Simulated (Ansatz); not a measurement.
`[NH2][GeH2][O]BF` + trimethylsilanol → `C[Si](C)(C)OBF` + `[NH2][GeH2][OH]`  (ligand exchange at a B–O bond)

Gas-phase electronic energies from Ansatz, PBE0-D4/def2-TZVP geometries. CCSD(T)/CBS adds triple-zeta CCSD(T) − MP2 to the extrapolated MP2 energy (def2 sets, frozen cores). Functionals use def2-TZVPP. B3LYP here is the variant with VWN-RPA as its local correlation; programs differ in this. HSE06 is defined as in plane-wave codes. For Ge outer-core shells are correlated without core-valence functions, which leaves a few kJ/mol of doubt a bond. Scalar relativity is left out up to krypton. Each species was taken in one conformer, which may not be the lowest.

```tsv
level	ΔE (kcal/mol)	difference from CCSD(T)/CBS
revPBE-D4	1.6	0.0
BLYP-D4	1.7	0.1
r2SCAN0-D4	1.8	0.2
HSE06-D4	1.9	0.3
BHLYP-D4	1.6	0.0
ωB97M-V	2.0	0.4
r2SCAN	1.9	0.3
B3LYP	2.4	0.8
BHLYP	2.2	0.6
CAM-B3LYP	2.4	0.8
LC-ωPBE	2.5	0.9
MP2/def2-SVP	2.6	1.0
HF/def2-TZVPP	2.0	0.4
HF/def2-QZVPP	1.8	0.2
MP2/CBS(def2)	1.7	0.1
CCSD/CBS(def2)	1.5	-0.1
CCSD(T)/CBS	1.6	0
```

Largest T1 diagnostic among the species: 0.013.

The D4 term adds −0.8 kcal/mol with B3LYP and −0.5 kcal/mol with PBE0; it sums over pairs of atoms, weighted by their polarisabilities, and B3LYP, whose exchange is more repulsive, gets the larger term. At CCSD(T), def2-SVP lies +0.7 kcal/mol from the extrapolated value and def2-TZVPP +0.8 kcal/mol.
